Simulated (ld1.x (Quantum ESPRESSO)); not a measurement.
## Which change was made? (Mg, RRKJ)

```json
{"Element": "magnesium", "Generator": "ld1.x (Quantum ESPRESSO) 7.5", "Type": "norm-conserving RRKJ (Kleinman–Bylander form)", "Functional": "LDA (PZ)", "Relativity": "non-relativistic", "Frozen core": "[He] 2s2", "Valence charge": "8", "Reference configuration": "2p6 3s1 3p0 (charge +1)", "Partial waves": "3s (bound): rc 2.05 bohr; 2p (bound): rc 1.20 bohr; 3d channel at 0.3 Ry: rc 2.05 bohr", "Local potential": "all-electron potential smoothed inside 1.25 bohr (lloc = -1)", "Core correction": "none"}
```

Cutoffs, loose and tight: the cutoffs (Ry, on a coarse ladder) from which the occupation-weighted sum of valence levels, in a spherical-Bessel basis at the reference potential, stays within 10 and 1 mRy of its value at 400 Ry. They do not see the model core or the augmentation charge, which bear on the density cutoff. Test errors are all-electron minus pseudo excitation energies from the reference, over the configurations 2p6 3s2 3p0; 2p6 3s0 3p0; 2p6 3s1.5 3p0; 2p6 3s0 3p2; 2p6 3s1 3p1; 2p5 3s2 3p0; 2p6 3s0 3p1 (two spin-polarised tests are not counted in the largest error); variants that change the core or the reference have their own tests. The largest error is taken over the tests solved by every variant that gives reliable tests at all, those not shown here included: 2p5 3s2 3p0; 2p6 3s0 3p0; 2p6 3s0 3p1; 2p6 3s0 3p2.

The base gives: outcome: generated; cutoff, loose: 100 Ry; cutoff, tight: 140 Ry; bound ghosts: none; largest test error (meV): +340.

**Question.** After one change the result is: outcome: generated; cutoff, loose: 50 Ry; cutoff, tight: 80 Ry; bound ghosts: none; largest test error (meV): +1377. Which change was it?
A. wave 2p (bound): rc 1.20 bohr becomes 2p (bound): rc 1.70 bohr
B. wave 2p (bound): rc 1.20 bohr becomes 2p (bound): rc 1.32 bohr
C. wave 2p (bound): rc 1.20 bohr becomes 2p (bound): rc 1.00 bohr

**Answer.** A. The others give: wave 2p (bound): rc 1.20 bohr becomes 2p (bound): rc 1.00 bohr → outcome: generated; cutoff, loose: 140 Ry; cutoff, tight: 200 Ry; bound ghosts: none; largest test error (meV): -100 | wave 2p (bound): rc 1.20 bohr becomes 2p (bound): rc 1.32 bohr → outcome: generated; cutoff, loose: 80 Ry; cutoff, tight: 120 Ry; bound ghosts: none; largest test error (meV): +545.
